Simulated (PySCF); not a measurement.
Vertical excitations of a molecule C6H7, multiplicity 2 from TDA-LC-ωPBE/def2-SVPD in PySCF 2.14.0, as energy in eV (oscillator strength): 2.67 (0.001), 3.00 (0.002), 4.29 (0.007), 4.85 (0.004), 5.36 (0.180), 5.72 (0.002), 6.58 (0.001), 6.79 (0.000), 6.92 (0.006), 7.12 (0.000). Geometry optimised at PBE-D3(BJ)/def2-SVP. One conformer was computed; it need not be the lowest.

Q: Which molecule gave these data?
(A) [C]1=CC=CCC1
(B) [CH]1C=CC=CC1
(C) [C]1=CCCC=C1

A: C, [C]1=CCCC=C1
